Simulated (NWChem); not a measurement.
## Ionisation of CF (+1)

```
C
F 1 1.1535
```
Charge +1, spin multiplicity 1.

All runs are NWChem calculations. All single points use one geometry, from PBE0/def2-SVP, a minimum by its harmonic frequencies.

Basis set: def2-TZVPD. The species with one electron less has spin multiplicity 2 and keeps the geometry of the parent. Δ marks differences of total energies (open shells unrestricted). −ε marks an orbital energy of the parent. That orbital need not have the symmetry of the hole or added electron in the Δ rows.

The correlated methods keep 2 core orbitals frozen. B3LYP has NWChem's definition, with VWN1-RPA local correlation. The structure started from a generated list of species. No SCF solution was tested for a lower state.

Q: Order these methods by the first vertical ionisation energy they give, lowest first: ΔB2PLYP, −ε(HOMO) of HF, −ε(HOMO) of B3LYP, evGW0@PBE, ΔPBE, ΔB3LYP.

A: −ε(HOMO) of B3LYP (21.69 eV), evGW0@PBE (25.46 eV), ΔPBE (25.59 eV), ΔB2PLYP (25.75 eV), ΔB3LYP (25.94 eV), −ε(HOMO) of HF (26.48 eV)
